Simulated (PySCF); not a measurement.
Isomers of C5H7BO2, mass 110.054 u with the commonest isotopes. Method used: PySCF 2.14.0, PBE0-D3(BJ)/def2-SVP geometry optimisation, gas phase. One conformer each, none proved a minimum here; rigid rotors.

Question: Order these by radius of gyration √(Σ m r²/M), largest first.
A. `CC#CB1OCCO1`
B. `[CH:1]#[C:2]/[C:3]([CH3:4])=[CH:5]/[B:6]([OH:7])[OH:8]` with C5–B6–O7–H 179°, C5–B6–O8–H -1°
C. `[CH:1]#[C:2][B:3]([OH:4])[O:5][CH:6]1[CH2:7][CH2:8]1` with C2–B3–O4–H 180°, C2–B3–O5–C6 0°, B3–O5–C6–C7 146°
D. `[CH2:1]=[CH:2][C:3]1=[O+:4][BH2-:5][O:6][CH:7]=[CH:8]1` with C1–C2–C3–O4 1°

Answer: A (2.346 Å), B (2.301 Å), C (2.173 Å), D (1.962 Å).

Question: Order these by rotational constant B, largest first.
A. `[CH2:1]=[CH:2][C:3]1=[O+:4][BH2-:5][O:6][CH:7]=[CH:8]1` with C1–C2–C3–O4 1°
B. `[CH:1]#[C:2]/[C:3]([CH3:4])=[CH:5]/[B:6]([OH:7])[OH:8]` with C5–B6–O7–H 179°, C5–B6–O8–H -1°
C. `O1CCOB1C#CC`
D. `[CH:1]#[C:2][B:3]([OH:4])[O:5][CH:6]1[CH2:7][CH2:8]1` with C2–B3–O4–H 180°, C2–B3–O5–C6 0°, B3–O5–C6–C7 146°

Answer: A (1557 MHz), D (1298 MHz), B (1078 MHz), C (932.2 MHz).

Question: Order these by dipole moment, smallest first.
A. `[CH:1]#[C:2][B:3]([OH:4])[O:5][CH:6]1[CH2:7][CH2:8]1` with C2–B3–O4–H 180°, C2–B3–O5–C6 0°, B3–O5–C6–C7 146°
B. `[CH:1]#[C:2]/[C:3]([CH3:4])=[CH:5]/[B:6]([OH:7])[OH:8]` with C5–B6–O7–H 179°, C5–B6–O8–H -1°
C. `CC#CB1OCCO1`
D. `[CH2:1]=[CH:2][C:3]1=[O+:4][BH2-:5][O:6][CH:7]=[CH:8]1` with C1–C2–C3–O4 1°

Answer: C (0.72 D), B (0.95 D), A (1.63 D), D (4.87 D).

| SMILES | point group | Ia (u·Å²) | Ib (u·Å²) | Ic (u·Å²) | κ | μa (D) | μb (D) | μc (D) |
| --- | --- | --- | --- | --- | --- | --- | --- | --- |
| CC#CB1OCCO1 | Cs | 68.10 | 542.16 | 600.69 | -0.97 | 0.72 | 0.01 | 0.01 |
| C#CB(O)OC1CC1 | Cs | 150.53 | 389.37 | 499.61 | -0.76 | 1.54 | 0.54 | 0.00 |
| C#C/C(C)=C/B(O)O | near Cs | 115.85 | 468.61 | 580.46 | -0.88 | 0.26 | 0.90 | 0.18 |
| C=CC1=[O+][BH2-]OC=C1 | – | 101.32 | 324.57 | 421.58 | -0.81 | 2.74 | 4.03 | 0.04 |
